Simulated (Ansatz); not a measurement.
Harmonic frequencies (cm⁻¹) at PBE0-D4/def2-TZVP from Ansatz: 19, 34, 70, 180, 253, 320, 501, 590, 634, 725, 730, 811, 838, 954, 955, 973, 1140, 2243, 2247, 2258, 2315.

Each molecule was computed in one conformer, which needn't be the lowest.

(1) Which molecule is it?
A. `Cl[SiH2]O[SiH2]Cl`
B. `N[Si](N)(Cl)Br`
C. `[SiH3]O[SiH](Cl)Cl`
D. `C[SiH](O)Br`

Answers

(1) C.
